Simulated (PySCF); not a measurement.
Ligands exchanged one at a time, B Br-H. Gas-phase values, no solvent. Strings in code marks are SMILES.

All values below come from PBE-D3(BJ)/def2-TZVP // PBE0-D4/def2-TZVP (PySCF). Excitations are Tamm–Dancoff values on a coarser integration grid. The basis has no diffuse functions, so Rydberg states are missing or too high.

```csv
species,dipole moment (D),T1 excitation (TDA) (eV),S1 excitation (TDA) (eV),brightest of the four lowest singlets (TDA) (eV),LUMO (eV)
0 of 3 Br replaced by H (`BrB(Br)Br`),0.00,4.00,4.17,5.59,___
1 of 3 Br replaced by H,___,4.23,4.41,5.64,-2.93
2 of 3 Br replaced by H,0.34,___,___,6.25,-2.98
3 of 3 Br replaced by H (`B`),0.00,–,–,–,-3.05
```

Problem. What belongs in the gaps?

Solution. 
- 0 of 3 Br replaced by H (`BrB(Br)Br`), LUMO (eV): -2.92
- 1 of 3 Br replaced by H, dipole moment (D): 0.22
- 2 of 3 Br replaced by H, T1 excitation (TDA) (eV): 3.76
- 2 of 3 Br replaced by H, S1 excitation (TDA) (eV): 4.08
